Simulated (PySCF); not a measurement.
Q: Give a PBE0-D3(BJ)/def2-SVP geometry of InChI=1S/H4O3SeSi/c1-5(2,3)4/h1-4H.

A: 
```xyz
9
H4O3SeSi angstrom
O     -0.5941    0.0799    1.5172
Si     0.1942    0.0148    0.0666
O      0.5911    1.4731   -0.5904
O     -0.8438   -0.6913   -1.0016
Se     2.1392   -1.0900    0.4470
H     -0.0787    0.4093    2.2601
H     -0.0770    1.8366   -1.1823
H     -1.2337   -1.5302   -0.7396
H      2.7732   -0.4837   -0.7330
```

Any rigid rotation of these coordinates is as good. Atoms count from 1 in this order. Si2 (oxygen-bound silicon) is distorted tetrahedral (angles from 105.8° to 116.1°).

Bonds between heavy atoms (Å): O1–Si2 1.652, Si2–O3 1.648, Si2–O4 1.648, Si2–Se5 2.269.

Computed with PBE0-D3(BJ)/def2-SVP geometry optimisation, gas phase (PySCF).

Not checked by PBE0-D3(BJ)/def2-SVP frequencies. One conformer, not necessarily the lowest (H–O1–Si2–O3 -67°, O1–Si2–O3–H -91°, O1–Si2–O4–H -52°).
